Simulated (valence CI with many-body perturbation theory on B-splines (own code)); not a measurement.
Al⁶⁺: electric-dipole lines

Computed by relativistic CI+MBPT: five valence electrons over a frozen Dirac-Fock core [He], radial functions for each j: 11 s, 11 p, 10 d, 8 f, 5 g, 2 h, with the one-electron correlation potential Σ1 (screened to all orders), the two-electron term Σ2, the three-electron term Σ3, Breit, model QED; selected single and double excitations, second order for the rest, scaled by the run's own slope (own B-spline code, finite nucleus).

Set against measurement, 28 paired levels are off by 260 cm⁻¹ on average, the worst by 599. These come from a selection out of NIST levels in Kelleher and Podobedova, J. Phys. Chem. Ref. Data 37, 709 (2008); Martin and Zalubas, J. Phys. Chem. Ref. Data 8, 817 (1979). Levels without a partner in it may be off by more. Among the levels kept, up to 5600 cm⁻¹ of a level comes from second order outside the variational space, and about a tenth of that is noise between levels of different J, which matters for small intervals. 2 measured levels below the end of the list, from 1318010 cm⁻¹ on, found no clear computed partner, and computed levels of the same name lie up to 5257 cm⁻¹ from them.

Lines 301 to 350 of 600 in falling wavelength, among levels below 1604500 cm⁻¹, chosen from the strongest by gf and those to the six lowest levels. Wavelengths and rates use the calculated energies, so an error of 300 cm⁻¹ moves a line at 356.8 Å by 0.11 % and its rate by three times that or more. Electric multipoles are in the length gauge, E1 and E2 with the static RPA response of the core. Weak lines are less certain than strong ones. Lines between different terms over intervals too small for the method are left out, as are lines whose strength nearly cancels. Where a level lies close to another of its J and parity, the split of strength between their lines is uncertain. The highest levels of a list are the least certain.

Names give the largest LS component (configuration and term), which can be under half, so a name can repeat, a term be missing and a line seem to break the LS rules; names also repeat where a configuration has a term twice. Letters in brackets count levels of one name in rising energy.

| λ vac (Å) | λ from measured levels | Upper | Lower | A (s⁻¹) | S (a.u.) with core polarisation | S without |
| --- | --- | --- | --- | --- | --- | --- |
| 371.5 |  | 2s 2p3 3p 4P_5/2 [b] | 2s2 2p2 3p 4S°_3/2 | 1.24e+09 | 1.89e-01 | 1.90e-01 |
| 367.4 |  | 2s 2p3 3s 2D°_5/2 [a] | 2s2 2p2 3s 2P_3/2 | 1.41e+09 | 2.07e-01 | 2.09e-01 |
| 364.3 |  | 2s 2p3 3p 2D_5/2 [a] | 2s2 2p2 3p 2P°_3/2 [a] | 2.59e+09 | 3.71e-01 | 3.73e-01 |
| 363.5 |  | 2s 2p3 3p 2D_3/2 [a] | 2s2 2p2 3p 2P°_1/2 [a] | 2.22e+09 | 2.11e-01 | 2.12e-01 |
| 362.9 |  | 2s 2p3 3d 2F°_7/2 | 2s2 2p2 3d 2F_7/2 [a] | 1.75e+09 | 3.30e-01 | 3.31e-01 |
| 360.4 |  | 2s 2p3 3p 2P_3/2 [a] | 2s2 2p2 3p 2S°_1/2 | 2.75e+09 | 2.54e-01 | 2.56e-01 |
| 358.4 |  | 2s 2p3 3d 2F°_5/2 | 2s2 2p2 3d 2F_5/2 [a] | 2.09e+09 | 2.85e-01 | 2.86e-01 |
| 356.8 | 356.9 | 2s 2p4 4P_5/2 | 2s2 2p3 4S°_3/2 | 3.28e+09 | 4.42e-01 | 4.44e-01 |
| 354.8 |  | 2s2 2p2 4s 2D_5/2 | 2s2 2p2 3p 2P°_3/2 [b] | 1.90e+09 | 2.51e-01 | 2.51e-01 |
| 354.5 |  | 2s 2p3 3p 4P_5/2 [b] | 2s2 2p2 3p 4P°_5/2 | 2.49e+09 | 3.29e-01 | 3.30e-01 |
| 354.1 |  | 2s2 2p2 4d 4P_5/2 | 2s 2p3 3s 4S°_3/2 [a] | 1.14e+09 | 1.50e-01 | 1.50e-01 |
| 353.7 | 353.8 | 2s 2p4 4P_3/2 | 2s2 2p3 4S°_3/2 | 3.38e+09 | 2.95e-01 | 2.97e-01 |
| 353.3 |  | 2s 2p3 3p 4P_1/2 [b] | 2s2 2p2 3p 4P°_3/2 | 3.22e+09 | 1.40e-01 | 1.41e-01 |
| 352.7 |  | 2s2 2p2 4s 2D_3/2 | 2s2 2p2 3p 2P°_1/2 [b] | 1.79e+09 | 1.55e-01 | 1.55e-01 |
| 352.4 |  | 2s 2p3 3p 4P_3/2 [b] | 2s2 2p2 3p 4P°_1/2 | 1.77e+09 | 1.53e-01 | 1.53e-01 |
| 352.1 | 352.1 | 2s 2p4 4P_1/2 | 2s2 2p3 4S°_3/2 | 3.43e+09 | 1.48e-01 | 1.49e-01 |
| 343.7 | 343.7 | 2s 2p4 2D_5/2 | 2s2 2p3 2P°_3/2 | 1.25e+09 | 1.50e-01 | 1.51e-01 |
| 343.3 | 343.3 | 2s 2p4 2D_3/2 | 2s2 2p3 2P°_1/2 | 9.25e+08 | 7.38e-02 | 7.43e-02 |
| 342.7 |  | 2s2 2p2 4s 2P_3/2 | 2s2 2p2 3p 2P°_3/2 [a] | 3.70e+09 | 2.94e-01 | 2.95e-01 |
| 340.2 |  | 2s2 2p2 4s 2D_3/2 | 2s2 2p2 3p 2D°_3/2 [b] | 5.77e+09 | 4.48e-01 | 4.49e-01 |
| 340.0 |  | 2s2 2p2 4s 2D_5/2 | 2s2 2p2 3p 2D°_5/2 [b] | 6.47e+09 | 7.52e-01 | 7.53e-01 |
| 332.4 |  | 2s2 2p2 4s 2P_3/2 | 2s2 2p2 3p 2D°_5/2 [a] | 7.32e+09 | 5.30e-01 | 5.31e-01 |
| 331.7 |  | 2s2 2p2 4s 2P_1/2 | 2s2 2p2 3p 2D°_3/2 [a] | 8.33e+09 | 3.00e-01 | 3.01e-01 |
| 328.7 |  | 2s 2p3 3p 4S_3/2 | 2s2 2p2 3p 4P°_5/2 | 3.99e+09 | 2.80e-01 | 2.81e-01 |
| 325.9 |  | 2s2 2p2 4s 2D_5/2 | 2s2 2p2 3p 2F°_7/2 | 8.13e+09 | 8.34e-01 | 8.34e-01 |
| 325.1 |  | 2s2 2p2 4s 2D_3/2 | 2s2 2p2 3p 2F°_5/2 | 8.75e+09 | 5.94e-01 | 5.94e-01 |
| 324.6 |  | 2s 2p3 3p 4D_7/2 [b] | 2s2 2p2 3p 4P°_5/2 | 1.15e+09 | 1.55e-01 | 1.56e-01 |
| 323.8 |  | 2s2 2p2 4s 4P_5/2 | 2s2 2p2 3p 4P°_5/2 | 2.08e+09 | 2.09e-01 | 2.09e-01 |
| 321.7 |  | 2s 2p3 3s 4P°_3/2 | 2s2 2p2 3s 4P_5/2 | 3.28e+09 | 2.16e-01 | 2.17e-01 |
| 321.6 |  | 2s 2p3 3s 4P°_5/2 | 2s2 2p2 3s 4P_5/2 | 5.46e+09 | 5.37e-01 | 5.40e-01 |
| 320.5 |  | 2s 2p3 3p 4P_3/2 [c] | 2s2 2p2 3p 4S°_3/2 | 2.24e+09 | 1.45e-01 | 1.46e-01 |
| 319.8 |  | 2s 2p3 3p 4D_7/2 [b] | 2s2 2p2 3p 4D°_7/2 | 3.42e+09 | 4.42e-01 | 4.44e-01 |
| 319.6 |  | 2s 2p3 3p 4P_5/2 [c] | 2s2 2p2 3p 4S°_3/2 | 1.80e+09 | 1.74e-01 | 1.74e-01 |
| 319.4 |  | 2s 2p3 3s 4P°_1/2 | 2s2 2p2 3s 4P_3/2 | 6.44e+09 | 2.07e-01 | 2.08e-01 |
| 319.3 |  | 2s 2p3 3s 4P°_5/2 | 2s2 2p2 3s 4P_3/2 | 1.99e+09 | 1.92e-01 | 1.93e-01 |
| 319.0 |  | 2s2 2p2 4s 4P_5/2 | 2s2 2p2 3p 4D°_7/2 | 9.70e+09 | 9.32e-01 | 9.33e-01 |
| 318.2 |  | 2s2 2p2 4s 4P_3/2 | 2s2 2p2 3p 4D°_5/2 | 4.71e+09 | 3.00e-01 | 3.00e-01 |
| 317.9 |  | 2s 2p3 3p 4D_5/2 [b] | 2s2 2p2 3p 4D°_5/2 | 2.35e+09 | 2.23e-01 | 2.25e-01 |
| 317.9 |  | 2s 2p3 3p 4D_3/2 [b] | 2s2 2p2 3p 4D°_5/2 | 3.58e+09 | 2.27e-01 | 2.28e-01 |
| 317.8 |  | 2s 2p3 3s 4P°_3/2 | 2s2 2p2 3s 4P_1/2 | 3.06e+09 | 1.94e-01 | 1.95e-01 |
| 317.8 |  | 2s 2p3 3p 2D_5/2 [b] | 2s2 2p2 3p 2D°_5/2 [a] | 3.66e+09 | 3.48e-01 | 3.49e-01 |
| 317.7 |  | 2s2 2p2 4s 4P_1/2 | 2s2 2p2 3p 4D°_3/2 | 5.35e+09 | 1.69e-01 | 1.69e-01 |
| 317.4 |  | 2s 2p3 3p 4P_5/2 [c] | 2s2 2p2 3p 2D°_5/2 [a] | 1.74e+09 | 1.65e-01 | 1.66e-01 |
| 317.0 |  | 2s2 2p2 4s 4P_5/2 | 2s2 2p2 3p 4D°_5/2 | 1.31e+09 | 1.24e-01 | 1.24e-01 |
| 316.8 |  | 2s2 2p2 4s 4P_1/2 | 2s2 2p2 3p 4D°_1/2 | 5.83e+09 | 1.83e-01 | 1.83e-01 |
| 316.7 |  | 2s2 2p2 4s 4P_3/2 | 2s2 2p2 3p 4D°_3/2 | 4.03e+09 | 2.53e-01 | 2.53e-01 |
| 315.2 |  | 2s 2p3 3p 2D_3/2 [b] | 2s2 2p2 3p 2D°_3/2 [a] | 4.51e+09 | 2.79e-01 | 2.81e-01 |
| 314.2 |  | 2s 2p3 3s 2P°_3/2 [a] | 2s2 2p2 3s 2P_3/2 | 3.97e+09 | 2.43e-01 | 2.45e-01 |
| 309.0 | 309.1 | 2s 2p4 2D_5/2 | 2s2 2p3 2D°_5/2 | 7.22e+09 | 6.31e-01 | 6.34e-01 |
| 309.0 | 309.1 | 2s 2p4 2D_5/2 | 2s2 2p3 2D°_3/2 | 3.52e+08 | 3.07e-02 | 3.09e-02 |
